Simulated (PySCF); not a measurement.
## Electron correlation in In+ (indium, charge +1)

Starting occupation: [Kr] 4d9 5s2 5p1, 4d3/2 with m_j = -3/2, -1/2, +1/2, +3/2, 4d5/2 with m_j = -3/2, -1/2, +1/2, +3/2, +5/2, 5p3/2 with m_j = +3/2. Calculation: PySCF 2.14, in x2c-TZVPall-2c with one added diffuse shell each of s, p, d, f type (9s10p6d3f, 90 functions); X2C-1e with screened-nucleus spin-orbit coupling, Gaussian nucleus. Frozen: [Ar] 3d10; 20 electrons correlated; the 6 highest virtual spinors left out.

MP2 pair energies summed by pair of shells (mhartree):

| pair | energy | share (%) |
| --- | --- | --- |
| 4d3/2-4d5/2 | -67.64 | 18.6 |
| 4d5/2-4d5/2 | -36.73 | 10.1 |
| 4d5/2-5s1/2 | -33.03 | 9.1 |
| 4d5/2-4p3/2 | -31.11 | 8.5 |
| 4d3/2-5s1/2 | -25.10 | 6.9 |
| 4d3/2-4d3/2 | -22.41 | 6.2 |
| 4d3/2-4p3/2 | -22.27 | 6.1 |
| 5s1/2-5s1/2 | -17.85 | 4.9 |
| 5p3/2-5s1/2 | -15.57 | 4.3 |
| 4p3/2-4p3/2 | -10.51 | 2.9 |
| 4d5/2-4p1/2 | -10.35 | 2.8 |
| 4p1/2-4p3/2 | -9.93 | 2.7 |
| 4d3/2-4p1/2 | -7.80 | 2.1 |
| 4d5/2-5p3/2 | -7.57 | 2.1 |
| 4p3/2-5s1/2 | -7.23 | 2.0 |
| 4p3/2-4s1/2 | -7.17 | 2.0 |
| 4d5/2-4s1/2 | -6.57 | 1.8 |
| 4d3/2-5p3/2 | -6.35 | 1.7 |
| 4d3/2-4s1/2 | -5.22 | 1.4 |
| 4p1/2-4s1/2 | -3.43 | 0.9 |
| 4p3/2-5p3/2 | -2.38 | 0.7 |
| 4p1/2-5s1/2 | -2.23 | 0.6 |
| 4p1/2-4p1/2 | -2.17 | 0.6 |
| 4s1/2-4s1/2 | -1.69 | 0.5 |
| 4s1/2-5s1/2 | -0.80 | 0.2 |
| 4p1/2-5p3/2 | -0.58 | 0.2 |
| 4s1/2-5p3/2 | -0.20 | 0.1 |

Total MP2 correlation energy: -363.89 mhartree.

This basis was not built for core-valence correlation, so the inner-shell part is incomplete.
